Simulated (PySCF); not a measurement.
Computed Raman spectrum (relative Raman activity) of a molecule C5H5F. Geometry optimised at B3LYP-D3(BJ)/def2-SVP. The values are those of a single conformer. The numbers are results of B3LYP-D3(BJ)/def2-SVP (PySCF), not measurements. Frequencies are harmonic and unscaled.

Lines under 2 % of the strongest are left out, and lines within 2 cm⁻¹ are merged.

ν (cm⁻¹): 622 (vw), 915 (vw), 958 (w), 1107 (w), 1110 (w), 1250 (vw), 1348 (vw), 1377 (w), 1404 (w), 1601 (m), 1698 (w), 3032 (vs), 3070 (s), 3206 (s), 3233 (m), 3240 (vs) (against the strongest line: vs over 80 %, s over 45 %, m over 15 %, w over 4 %, vw less)

**Question.** Pick the molecule that these values belong to.
(A) C=C(F)C#CC
(B) FC1=CC=CC1
(C) C#C/C=C(/C)F
(D) C#CC/C=C/F

**Answer.** B, FC1=CC=CC1
